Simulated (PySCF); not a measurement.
C4H2BrCl, SMILES C#C/C=C(/Cl)Br. The structure is a stationary point at PBE-D3(BJ)/def2-SVP. The structure was generated by enumeration; whether it is a known compound was not checked.

Computed equilibrium geometry at PBE-D3(BJ)/def2-SVP (PySCF confirms it by a frequency run) as bond lengths and angles, and its point group:
point group Cs.
Atoms: C1 C2 C3 C4 Cl5 Br6 H7 H8. Bonded distances (Å): C1–C2 1.227, C1–H7 1.081, C2–C3 1.413, C3–C4 1.363, C3–H8 1.104, C4–Cl5 1.727, C4–Br6 1.887. Angles (°): C2–C1–H7 179.3, C1–C2–C3 178.0, C2–C3–C4 125.1, C2–C3–H8 118.4, C4–C3–H8 116.6, C3–C4–Cl5 121.5, C3–C4–Br6 122.8, Cl5–C4–Br6 115.7.
